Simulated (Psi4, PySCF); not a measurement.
Approach curve of the dimer F4Si ··· Li+ (SMILES F[Si](F)(F)F and [Li+]) (charge +1). Monomers: optimised at B3LYP-D3(BJ) (def2-TZVP), held rigid. Orientation: lowest of the rigid-body minima from ten starts at GFN2-xTB (searched outside a hard wall at short contacts). R is the distance of the centres of mass, along which the second monomer moves. The shortest distances reach bonding range, where SAPT0 and rigid monomers are unreliable. The table gives interaction energies.

| R / Å | A | B | C |
|---|---|---|---|
| 3.13 | -26.93 | -17.17 | -38.26 |
| 3.35 | -53.32 | -46.26 | -68.67 |
| 3.56 | -52.75 | -46.99 | -67.70 |
| 3.79 | -44.20 | -39.82 | -57.79 |
| 4.06 | -33.38 | -30.46 | -44.86 |
| 4.31 | -25.26 | -23.31 | -34.55 |
| 4.87 | -13.87 | -13.14 | -18.66 |
| 5.52 | -7.61 | -7.42 | -9.58 |
| 6.56 | -3.45 | -3.52 | -4.26 |
| 7.87 | -1.56 | -1.64 | -1.65 |

Energies in kJ/mol.

Question: Which curve belongs to which method? The methods are Psi4 1.11 with HF/aug-cc-pVDZ, counterpoise-corrected; PBE/def2-TZVP, counterpoise-corrected run with Psi4; restricted MP2 (frozen core)/6-31G*, spherical d, no counterpoise correction (PySCF 2.14.0).

Answer: A is PBE/def2-TZVP; B is HF/aug-cc-pVDZ; C is RMP2/6-31G*.
